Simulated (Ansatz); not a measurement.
## What each rung costs, and what it gives

Saddle point of GaH5S, closed shell (GaH₃ + H₂S → GaH₃S ([SH][GaH2]) + H₂; bonds formed: H2–H5; dative contacts that become bonds: Ga1–S6; bonds broken: Ga1–H2, H5–S6), PBE0-D4/def2-TZVP structure:

```xyz
7
angstrom
Ga -0.7959 -0.3429 -0.2923
H 0.4262 0.2105 -1.3792
H -0.9958 -1.8643 -0.5308
H -1.7780 0.8215 0.0127
H 1.0074 0.1482 -0.4256
S 1.1806 -0.1345 1.1720
H 0.9557 1.1614 1.4432
```

Barriers are electronic and count from the start structure reached by relaxing down the imaginary mode.

Ansatz 0.2.0; basis: as named in each row; cores frozen in the correlated methods. Filled d shells of the heavier atoms are correlated. The def2 sets are not built for correlating such inner shells, so the correlated values are less sure here. B3LYP uses VWN-RPA correlation. Extrapolation: Hartree–Fock as exp(−7.88 √X), correlation as X^−2.97.

Times are rough, for one single point on 2 threads of a shared host (Arm Neoverse V1).

The estimate by CCSD(T) at an estimated basis limit (MP2 extrapolated from triple and quadruple zeta, plus CCSD(T) − MP2 in triple zeta) is 0.796 eV.

```csv
method,basis,time (s),barrier (eV),method less estimate
SPW92,def2-TZVPP,1,0.377,-0.419
BLYP-D4,def2-TZVPP,2,0.665,-0.131
PBE-D4,def2-TZVPP,2,0.525,-0.271
BHLYP-D4,def2-TZVPP,2,0.936,0.140
PBE0-D4,def2-TZVPP,3,0.660,-0.136
B3LYP-D4,def2-TZVPP,3,0.763,-0.032
RPA on PBE,def2-TZVPP,4,0.862,0.066
CAM-B3LYP-D4,def2-TZVPP,4,0.852,0.056
r2SCAN-D4,def2-TZVPP,4,0.598,-0.197
B2PLYP,def2-TZVPP,4,0.807,0.012
PBE-QIDH,def2-TZVPP,4,0.775,-0.021
r2SCAN0-D4,def2-TZVPP,6,0.705,-0.091
B97M-V,def2-TZVPP,8,0.717,-0.079
wB97X-V,def2-TZVPP,8,0.871,0.075
wB97M-V,def2-TZVPP,10,0.845,0.049
MP2,def2-QZVPP,20,0.766,-0.029
CCSD(T),def2-TZVPP,29,0.855,0.059
```

All methods are single points on the PBE0-D4 structures.

The T1 diagnostic stays at or below 0.014.

Exchanges of this kind with a chalcogen hydride build sulfide and selenide films.

Labels in which every atom is bracketed show which atoms are joined, not bond orders.
